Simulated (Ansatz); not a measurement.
Energy needed to pull apart AlHSCl$_{2}$ (SMILES [SH][Al]([Cl])[Cl]), singlet, into free ground-state atoms, from the structure below (displaced at random from its PBE0-D4/def2-TZVP minimum); no zero-point or spin–orbit terms; open-shell atoms are treated unrestricted, in their ground-state multiplicity.

```json
{"atom": "S1", "x (Å)": "-0.0401", "y (Å)": "1.6897", "z (Å)": "0.1692"}
{"atom": "Al2", "x (Å)": "0.2865", "y (Å)": "-0.4490", "z (Å)": "0.1798"}
{"atom": "Cl3", "x (Å)": "1.8347", "y (Å)": "-1.2568", "z (Å)": "1.2688"}
{"atom": "Cl4", "x (Å)": "-0.8863", "y (Å)": "-1.6862", "z (Å)": "-0.9920"}
{"atom": "H5", "x (Å)": "-1.0766", "y (Å)": "1.6005", "z (Å)": "-0.6582"}
```

Program: Ansatz 0.2.0. Basis: def2-TZVPP. Cores are frozen in the correlated methods.

| method | atomization energy (kcal/mol) |
| --- | --- |
| PBE-D4 | 377.3 |
| r2SCAN-D4 | 381.4 |
| PBE0-D4 | ? |
| wB97M-V | ? |
| HF | 283.7 |
| MP2 | 377.6 |
| CCSD | 355.8 |
| CCSD(T) | 363.4 |

Task: What does PBE0-D4 give? (An estimate is asked for; the value comes from the calculation.)

Result: By the calculation: 374.2 kcal/mol, which is about 10.9 kcal/mol more than CCSD(T)/def2-TZVPP.

Task: What does wB97M-V give? (Judge from chemistry; the value comes from the calculation.)

Result: Computed: 379.2 kcal/mol, which is about 15.8 kcal/mol more than CCSD(T)/def2-TZVPP.

In triple zeta the MP2 and coupled-cluster atomization energies are still short of their basis limit by a few kcal/mol a bond, whereas those of the functionals are nearly converged, so these differences are not deviations from converged CCSD(T).

No T1 diagnostic of these runs exceeds 0.010.

For scale, one of the runs: CCSD(T)/def2-TZVPP forces, 182 basis functions, launched by `ansatz run in.yaml --threads 4 --pin off --events-out ev --progress --plain --max-ram 8704MiB`. Time: 3.3 min of wall clock on 4 CPU threads of an Arm Neoverse N1; the host was shared. Peak host memory: 2.8 GiB.
